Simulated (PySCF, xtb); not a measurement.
C3H6FNSi, SMILES N[C@H]([SiH2]F)C#C.

The structure is a stationary point at ωB97X-D3(BJ)/def2-SVP. The structure was generated by enumeration; whether it is a known compound was not checked. The values are those of a single conformer.

Level of theory: IEF-PCM-B3LYP/def2-SVP (PySCF).

The values are the electrostatic part of the solvation free energy, E(continuum) − E(gas) at the gas-phase geometry, in a cavity of scaled van der Waals radii (PySCF's table); cavitation and dispersion terms are not included. In vacuum the orbital gap is 6.49 eV. The dipole moment in vacuum is 0.98 D.

Computed values in water (ε = 78.36), cyclohexanone (ε = 15.62), chlorobenzene (ε = 5.70):
| solvent | ε | ΔG(elec) (kcal/mol) | dipole (D) | gap (eV) |
|---|---|---|---|---|
| water | 78.36 | -6.2 | 1.12 | 6.54 |
| cyclohexanone | 15.62 | -5.7 | 1.10 | 6.53 |
| chlorobenzene | 5.70 | -4.7 | 1.08 | 6.52 |

For comparison, GFN2-xTB/ALPB(water) (xtb, at the GFN2-xTB geometry, all terms of that model) gives -2.9 kcal/mol.
